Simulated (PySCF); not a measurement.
## Copper: a sound run and one with changed settings

Sound run: Cu²⁺ [Ar] 3d9, Cu³⁺ [Ar] 3d8. Computed with PySCF 2.14 in def2-TZVP (6s4p4d1f, 45 functions), with no relativity, point nucleus. In the sound run the correlated levels freeze [Ar]. The sound run starts from symmetry-adapted Hartree-Fock orbitals and uses a fine grid where one is needed.

Changed run: the spin-free X2C one-electron Hamiltonian (Gaussian nucleus). This setting is unsound on purpose.

```csv
species,method,sound run (hartree),changed run (hartree),converged
Cu²⁺,UHF,-1638.04586,-1649.52114,yes
Cu²⁺,r2SCAN,-1639.41652,-1650.88629,yes
Cu²⁺,M06-2X,-1639.42803,-1650.89618,yes
Cu²⁺,MP2,-1638.30395,-1649.78157,yes
Cu³⁺,UHF,-1636.78451,-1648.27286,yes
Cu³⁺,r2SCAN,-1638.06608,-1649.54734,yes
Cu³⁺,M06-2X,-1638.06873,-1649.54924,yes
Cu³⁺,MP2,-1636.95815,-1648.44785,yes
```

Ionisation energy of Cu²⁺:

| method | sound run (eV) | changed run (eV) |
| --- | --- | --- |
| UHF | 34.323 | 33.967 |
| r2SCAN | 36.747 | 36.434 |
| M06-2X | 36.989 | 36.652 |
| MP2 | 36.621 | 36.292 |
| SCS-MP2 | 36.398 | 36.067 |

Most of the change in total energy is the relativistic energy itself. On top of that the contraction fixes the core shape for the Hamiltonian it was made with, so the changed run is not a good calculation with the other Hamiltonian either.

For comparison, NIST gives 36.841 ± 0.012 eV between the lowest levels.
